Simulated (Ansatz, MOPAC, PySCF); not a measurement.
Molecule: SiF$_{2}$, charge 0, multiplicity 1. SMILES: F[Si]F
Geometry from a B3LYP-D3(BJ)/def2-TZVP (Ansatz, a first-principles code) optimisation:
```xyz
3

Si     0.0153     0.0127     0.5768
F      1.0240    -0.6902    -0.4611
F     -1.0478     0.6704    -0.4362
```

Unscaled harmonic wavenumbers (cm⁻¹) in rising order, each level at the stationary point that it reaches from this structure (no distance between atoms moves by over 0.3 Å); the order of modes can differ between levels, and a negative number is imaginary. B3LYP-D3(BJ)/def2-TZVP (PySCF, at the structure above): 335, 838, 852.

PM3 (MOPAC): 264, 914, 923. Zero-point energy 3.0 against 2.9 kcal/mol; where all levels lie over 400 cm⁻¹, the wavenumbers are on average 1.088 times those of B3LYP-D3(BJ)/def2-TZVP.

B3LYP/6-31G* (Ansatz): 327, 866, 898. Zero-point energy 3.0 against 2.9 kcal/mol; where all levels lie over 400 cm⁻¹, the wavenumbers are on average 1.044 times those of B3LYP-D3(BJ)/def2-TZVP.
